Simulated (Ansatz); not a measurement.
**Question.** Predict a relaxed structure of GaCl3 (the lowest singlet isomer of a short search), charge 0, singlet, at PBE0-D4/def2-SVP (Ansatz).

**Answer.** 
Cartesian coordinates in Å:
```
Ga 0.000 0.000 0.000
Cl -1.631 1.345 0.174
Cl 1.976 0.748 -0.181
Cl -0.345 -2.093 0.007
```
Point group D3h (tolerance 0.1 Å). This is one stationary point.

The structure comes from a short search, and lower isomers may exist.
